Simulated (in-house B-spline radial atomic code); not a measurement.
## OEP/ALDAx excitations of the calcium ion Ca⁸⁺

Method: OEP/ALDAx. Computed with an all-electron radial atomic-structure program (B-spline basis): linear response of the closed shell [Ne] 3s2 with the adiabatic LDA exchange kernel on the exchange-only optimised effective potential; non-relativistic, point nucleus, no spin-orbit coupling, no double excitations, S, P, D and F terms only.

Command:
```bash
python run_td.py task.json out
```
Settings (radii: box in bohr, nucleus in fm):
```
Z                        20
electrons                12
configuration            [Ne] 3s2
hamiltonian              nr
method                   oep
box_radius               11.59
intervals                69
```

Time taken, with all properties: 0.4 s on 1 thread of Arm Neoverse N1, on a shared host.

The lowest states, in the order of their Tamm-Dancoff energies; the method's threshold (minus the highest occupied level) is 185.64 eV. Labels give the largest channel, * marks a mixed state, and oscillator strengths are full-response dipole values. Semilocal kernels can invert the small singlet-triplet splittings of Rydberg terms. Energies in eV:

```tsv
state	full response	Tamm-Dancoff	oscillator strength
3s → 3p 3P	16.821	17.234	-
3s → 3p 1P	26.699	27.691	1.03
3s → 3d 3D	47.72	47.85	-
3s → 3d 1D	52.28	52.30	-
3s → 4s 3S	?	?	-
3s → 4s 1S	94.17	94.21	-
3s → 4p 3P	99.78	99.80	-
3s → 4p 1P	100.76	100.79	0.275
3s → 4d 3D	110.62	110.63	-
3s → 4d 1D	?	?	-
```

Problem. Where does 3s → 4s 3S lie?

Solution. At 91.90 eV in full response, 91.91 eV in Tamm-Dancoff.

Problem. Where does 3s → 4d 1D lie?

Solution. At 111.11 eV in full response, 111.11 eV in Tamm-Dancoff.

Problem. How large is the singlet-triplet splitting of 3s → 3p (P terms) in Tamm-Dancoff?

Solution. 10.5 eV, from the unrounded values.

Problem. What polarisabilities and dispersion coefficient does the method give?

Solution. Dipole 1.122 bohr³, quadrupole 0.661 bohr⁵, C6 1.003 hartree·bohr⁶ for two such species.
